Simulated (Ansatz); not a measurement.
## Setting up BBrCl2 (bromodichloroborane) in Ansatz

BBrCl2: 4 atoms, total charge 0, spin state singlet. As SMILES, `ClB(Cl)Br`. The shape is that of a PBE0-D4/def2-TZVP optimisation.

```xyz
4

Cl    0.5821    0.6660    1.5108
B     0.0372   -0.0381    0.0221
Cl    0.4443   -1.6792   -0.3656
Br   -1.0081    0.9911   -1.1876
```

Settings wanted:

| Setting | Value |
| --- | --- |
| basis set | cc-pVDZ |
| core potential | none |
| integral approximation | none |
| task | energy |
| method | BCCD(T) |
| reference | RHF |
| accuracy | high |
| frozen core orbitals | 20 |

**Question.** Write the Ansatz 0.2.0 input and the command.

**Answer.** This one ran through:

input.yaml:
```yaml
crystal:
  periodic: [false, false, false]
  atoms:
    - {symbol: Cl, position_ang: [0.582100, 0.666000, 1.510800]}
    - {symbol: B, position_ang: [0.037200, -0.038100, 0.022100]}
    - {symbol: Cl, position_ang: [0.444300, -1.679200, -0.365600]}
    - {symbol: Br, position_ang: [-1.008100, 0.991100, -1.187600]}
basis:
  gaussian:
    orbitals: cc-pVDZ
total_charge: 0
magnetization:
  spin_polarized: false
correlation:
  method: bccd_t
  frozen_orbitals: {B: 1, Br: 9, Cl: 5}
accuracy: high
scf:
  omitted_lower_state_checks: [cluster_reference, increment]
```

```bash
$ ansatz run input.yaml --threads 1 --pin off --max-ram 3480MiB --events-out events.jsonl --progress --plain --runs-dir runs
```

Calculated total energy: -3516.72366 Eh.
